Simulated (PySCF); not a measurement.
**C₆ coefficients of unlike pairs at UHF**

Calculated with PySCF 2.14 from the dipole response of each species, C₆(A,B) = (3/π) ∫ α_A(iu) α_B(iu) du, in atomic units, from isotropic polarisabilities. For ions this is the dispersion term alone; charge-induced terms of lower order in 1/R come first.

| species | configuration | basis | relativity | α (bohr³) | C₆ (like pair) |
| --- | --- | --- | --- | --- | --- |
| Tl(2+) | [Xe] 4f14 5d10 6s1 (2S) | aug-cc-pVQZ-PP with ECP60MDF (7s7p5d3f2g) | core potential | 14.64 | 86.96 |
| Ga | [Ar] 3d10 4s2 4p1 (2P) | aug-cc-pVQZ-PP with ECP10MDF (7s6p5d3f2g) | core potential | 57.43 | 501.6 |
| Pb | [Xe] 4f14 5d10 6s2 6p2 (3P) | x2c-TZVPPall with one added diffuse shell each of s, p, d, f type (12s8p7d4f) | spin-free X2C | 61.40 | 721.3 |
| La(2+) | [Xe] 5d1 (2D) | def2-TZVPPD with the def2 core potential (46 electrons) (6s5p3d2f1g) | core potential | 17.82 | 123.1 |

Question: Estimate C₆ for La(2+) with Pb.

Answer: The integral gives 283.6. The combination rule 2 C_A C_B / (C_A α_B/α_A + C_B α_A/α_B) gives 280.3 and the geometric mean 298.0.

No spin-orbit coupling is included, so Pb, close to jj coupling, stand for model states.

The other pairs:

| pair | C₆ |
| --- | --- |
| Pb, Ga | 595.9 |
| Ga, Tl(2+) | 186.4 |
| La(2+), Ga | 224.6 |
| Pb, Tl(2+) | 236.5 |
| La(2+), Tl(2+) | 103.1 |
